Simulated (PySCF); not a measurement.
# One molecule, several mistakes: BCClH3Si cation

These are calculations, not measurements. The program is PySCF 2.14.0, an open-source quantum chemistry code, run on an isolated molecule that a program drew, which may never have been made. The molecule is BCClH3Si cation (charge +1, singlet), drawn as the SMILES string `C=B[SiH+]Cl`.

Each row is a Hartree-Fock (HF) and frozen-core CCSD(T) single point in the cc-pV(D+d)Z basis, meant for a local HF minimum. Run 1 is clean. Each other run has one planted mistake out of seven kinds, and not every kind appears here: one electron removed, one electron added, multiplicity raised by two, geometry at a saddle point, minimal basis STO-3G, one bond length entered in bohr, all coordinates scaled. The reference is restricted for singlets and unrestricted otherwise, and also for a bond in bohr. Adding or removing an electron swaps singlet and doublet. Electrons count all cores. HOMO and LUMO are orbital energies over both spins, the gradient is its largest component, and the lowest frequency (negative if imaginary) is given only where the gradient is small. Bond lengths are over the 6 bonds as drawn. T1 is the CCSD diagnostic: over 0.02 (restricted) or 0.045 (unrestricted) a single reference is doubtful.

Geometry of the clean run:
```xyz
7
BCClH3Si cation, angstrom
C    -2.1765    0.0890    1.8284
B    -1.5472   -0.4419    0.7028
Si   -0.6742   -1.1857   -0.8314
Cl   -0.9390   -0.3631   -2.6024
H    -2.0505   -0.3417    2.8184
H    -2.8244    0.9600    1.7725
H     0.1982   -2.3531   -0.7754
```

```
run  electrons  basis functions  <S^2>  HOMO (eV)  LUMO (eV)  gradient (hartree/bohr)  lowest frequency (cm^-1)  mean bond (Å)  longest bond (Å)      T1  HF (hartree)  CCSD(T) (hartree)                     mistake
  1         44               89  0.000     -14.50      -5.60                  1.9e-05                       103         1.4855             1.971  0.0188    -812.43623         -812.91741                    no fault
  2         44               31  0.000     -13.32      -3.41                  5.4e-02                         -         1.4855             1.971  0.0165    -803.43753         -803.62833        minimal basis STO-3G
  3         43               89  0.755     -23.29     -12.50                  7.1e-02                         -         1.4855             1.971  0.0197    -811.94886         -812.38087        one electron removed
  4         45               89  0.908      -7.33       1.20                  3.6e-02                         -         1.4855             1.971  0.0280    -812.67567         -813.15936          one electron added
  5         44               89  2.016     -13.11      -6.11                  6.9e-02                         -         1.4855             1.971  0.0151    -812.40283         -812.84336  multiplicity raised by two
  6         44               89  0.000     -14.17      -5.76                  3.2e-02                         -         1.5479             2.053  0.0205    -812.42376         -812.91215                           ?
```

**Which mistake was planted in run 6, and what did it cost?**

The mean and the longest bond both change by the same factor, 1.042, and the gradient is no longer small. So the mistake is: all coordinates scaled. Subtracting run 1 and multiplying by 627.51 kcal/mol a hartree, the energy moved by 7.8 kcal/mol in HF and 3.3 kcal/mol in CCSD(T).

Cautions from the logs. Run 6: T1 is over the limit, so its CCSD(T) energy is less reliable.
